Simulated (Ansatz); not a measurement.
Cost and result for the atomization energy of C₂H₈OSi₂ (`OC[SiH]1C[SiH2]1`) (13 atoms, 13 bonds).

Cartesian coordinates in Å:
```
O 1.3050 -1.5520 -0.3155
C 1.5909 -0.1745 -0.2396
Si 0.0911 0.8857 0.1917
C -1.2807 0.0797 1.0841
Si -2.1249 0.0858 -0.6832
H 0.4877 -1.6636 -0.8185
H 2.3254 -0.0414 0.5626
H 2.0644 0.2036 -1.1573
H 0.4141 2.3067 0.4719
H -1.8178 0.6784 1.8153
H -1.0345 -0.9085 1.4672
H -0.7969 1.1415 -1.1599
H -1.2238 -1.0415 -1.2187
```

Total charge 0; spin multiplicity 1. All single points use the PBE0-D4/def2-TZVP geometry. It is one conformer, not always the lowest. Program: Ansatz. All runs use 4 threads of an Arm Neoverse V1 on a shared host. Times are those of one run each, without the atoms' runs, and a repeat can differ threefold. Electronic energies, without spin–orbit coupling; frozen cores. CCSD(T)/CBS adds CCSD(T) − MP2 in def2-TZVPP to the MP2 limit, and its time is that of the two runs behind it. T1 = 0.014. B3LYP takes the VWN-RPA correlation (the form of Gaussian; ORCA's B3LYP/G).

CCSD(T)/CBS is a level of theory with its own doubt, some kJ/mol a heavy atom from the limit and from the frozen cores, so smaller differences don't rank the functionals.

```
                             level  functions  wall time  atomization (kcal/mol)  difference from CCSD(T)/CBS  per bond
   PBE-D4/def2-TZVPP (with forces)        289      3.4 s                  1090.2                         16.7       1.3
                PBE0-D4/def2-TZVPP        289      4.2 s                  1073.7                          0.2       0.0
r2SCAN-D4/def2-TZVPP (with forces)        289      6.5 s                  1076.5                          3.0       0.2
 B3LYP-D4/def2-TZVPP (with forces)        289        7 s                  1071.4                         -2.1      -0.2
                 B2PLYP/def2-TZVPP        289        8 s                  1057.1                        -16.4      -1.3
                ωB97X-V/def2-TZVPP        289       11 s                  1076.8                          3.3       0.3
  ωB97M-V/def2-TZVPP (with forces)        289       16 s                  1078.2                          4.7       0.4
                    MP2/def2-QZVPP        551       34 s                  1070.7                         -2.8      -0.2
                CCSD(T)/def2-TZVPP        289    3.9 min                  1045.0                        -28.5      -2.2
                 CCSD(T)/CBS(def2)          –    4.4 min                  1073.5                          0.0       0.0
```

The D4 term adds +12.3 kcal/mol with B3LYP and +6.5 kcal/mol with PBE0; it sums over pairs of atoms, weighted by their polarisabilities, and B3LYP, whose exchange is more repulsive, gets the larger term. From PBE to PBE0 (25 % exact exchange), in def2-TZVPP and without D4, the atomization energy moves by −15.3 kcal/mol: exact exchange takes away binding that semilocal exchange gives to molecules. In def2-TZVPP, CCSD(T) changes the Hartree–Fock value by +274.1 kcal/mol (the triples alone add +16.1 kcal/mol) and MP2 by +282.9 kcal/mol; breaking electron pairs costs correlation energy, which Hartree–Fock lacks.
